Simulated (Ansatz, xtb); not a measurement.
**AlFH3Sn: which of two structures lies lower**

Structure X is `[F][AlH][SnH2]`, a doublet and structure Y is a doublet given by its coordinates. Both are isolated molecules in the gas phase, relaxed with r2SCAN-D4/def2-SVP; the shapes shown needn't be the lowest conformers.

X (Å):

```xyz
6

Al   -1.7421   -0.0291   -0.7415
F    -1.1087    1.4624   -0.3361
Sn   -1.7479   -1.8399    1.1158
H    -2.4331   -0.1723   -2.1566
H    -1.9743   -3.4889    0.6926
H    -0.6420   -1.7842    2.4258
```

Y (Å):

```yaml
atoms:
  - { symbol: Al, position_ang: [-1.7490, -0.5342, -0.6570] }
  - { symbol: F, position_ang: [-0.7009, 0.0945, -1.7936] }
  - { symbol: Sn, position_ang: [-0.6056, -1.3922, 1.6798] }
  - { symbol: H, position_ang: [-3.2940, -0.2380, -0.7439] }
  - { symbol: H, position_ang: [-1.2218, -2.0786, -0.1272] }
  - { symbol: H, position_ang: [-2.1205, -2.1377, 2.2239] }
```

Close contacts (Å): Al1–F2 1.67, Al1–Sn3 2.74, Al1–H4 1.58, Al1–H5 1.72, Sn3–H5 2.03, Sn3–H6 1.77.

Which of the two would you expect CCSD(T)/def2-SVP + ΔMP2/def2-TZVPP electronic energies to favour?

Too close to call at this level: CCSD(T)/def2-SVP + ΔMP2/def2-TZVPP gives E(Y) − E(X) = +0.020 eV.

The same difference at several levels:

```csv
level,geometry,E(Y) − E(X) (eV),departure from the last row (eV),"job, with rough time for the two"
r2SCAN-D4/def2-SVP,r2SCAN-D4/def2-SVP,−0.011,−0.030,"optimisation, 4.4 min"
HF/def2-SVP,r2SCAN-D4/def2-SVP,+0.237,+0.217,part of the CCSD(T) run
MP2/def2-SVP,r2SCAN-D4/def2-SVP,+0.194,+0.174,part of the CCSD(T) run
CCSD(T)/def2-SVP,r2SCAN-D4/def2-SVP,+0.112,+0.093,single point
CCSD(T)/def2-SVP + ΔMP2/def2-TZVPP,r2SCAN-D4/def2-SVP,+0.020,,"single point, 77 s"
```

The largest departure from CCSD(T)/def2-SVP + ΔMP2/def2-TZVPP is that of HF/def2-SVP, 0.217 eV. Levels run at GFN2-xTB geometries aren't shown. The last row adds to CCSD(T) the change of the MP2 difference between the two basis sets, here −0.093 eV.

With harmonic frequencies from r2SCAN-D4/def2-SVP (ideal gas, rigid rotor, one conformer each, 298.15 K, 1 atm): the zero-point term adds +0.008 eV; ΔH is +0.017 and ΔG +0.032 eV.

Open shells are spin-unrestricted. The correlated steps freeze 10 core orbitals; the filled d shell of Sn is correlated, in a basis made for valence electrons. Atoms past krypton carry core potentials in the def2 sets and no spin–orbit term is included. Codes used: Ansatz 0.2.0; the last row on 1 thread of Arm Neoverse N1 on a shared host.
